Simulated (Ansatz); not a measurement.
Start from `COC#CN` and change one atom or group to get `BC#CN`.

Ansatz, PBE0-D4/def2-TZVP geometries, multiplicity 1. Each molecule was computed in one conformer, which needn't be the lowest.

| property | `COC#CN` |
| --- | --- |
| HOMO energy (ωB97M-V/def2-TZVPP) / eV | -8.26 |
| LUMO energy (PBE/def2-TZVPP) / eV | 0.19 |
| HOMO–LUMO gap (B3LYP/def2-TZVPP) / eV | 6.45 |
| HOMO–LUMO gap (ωB97M-V/def2-TZVPP) / eV | 10.67 |
| zero-point energy (PBE0-D4/def2-TZVP) / kJ/mol | 206.5 |
| LUMO energy (PBE0/def2-TZVPP) / eV | 1.02 |

(1) What does the change do to each property? (Estimate.)

## Answers

(1) Ansatz gave: 
```csv
property,`BC#CN`,shift
HOMO energy (ωB97M-V/def2-TZVPP) / eV,-9.19,-0.93
LUMO energy (PBE/def2-TZVPP) / eV,-2.04,-2.23
HOMO–LUMO gap (B3LYP/def2-TZVPP) / eV,5.50,-0.95
HOMO–LUMO gap (ωB97M-V/def2-TZVPP) / eV,9.95,-0.72
zero-point energy (PBE0-D4/def2-TZVP) / kJ/mol,148.4,-58.1
LUMO energy (PBE0/def2-TZVPP) / eV,-1.16,-2.18
```

With PBE0 the HOMO falls by 1.03 eV and the LUMO falls by 2.18 eV, so the gap narrows by about 1.15 eV. PBE moves the HOMO by -1.20 eV and ωB97M-V by -0.93 eV. The zero-point energy changes by -58.1 kJ/mol with -6 modes.

B3LYP here is the variant with VWN-RPA as its local correlation; programs differ in this.
